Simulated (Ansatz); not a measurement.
Basis-set extrapolation for C$_{2}$H$_{7}$BN$_{2}$, SMILES `CC1NB1N` (PBE0-D4/def2-TZVP geometry, frozen core, the Gaussian-basis code of Ansatz). Multiplicity 1, RHF reference.

```
                      def2-TZVPP   def2-QZVPP
                 HF  -213.499787  -213.510067
    MP2 correlation    -0.857078    -0.914724
CCSD(T) correlation    -0.929265      not run
```

Energies in hartree. Use E(X) = E(∞) + A·exp(−7.88·√X) for Hartree–Fock and E(X) = E(∞) + B·X^(−2.97) for correlation, with X = 3 and 4, and add CCSD(T) minus MP2 of the smaller set to the MP2 limit.

Task: What is the CCSD(T) energy at the basis-set limit?

Result: HF limit: -213.510067 + (-0.010280) × 0.13774 = -213.51148. MP2 limit: -0.914724 + (-0.057646) × 0.74074 = -0.95742. Higher-order term: -0.929265 − (-0.857078) = -0.07219. Total: -214.54109 hartree, 294.2 kJ/mol below CCSD(T)/def2-TZVPP.
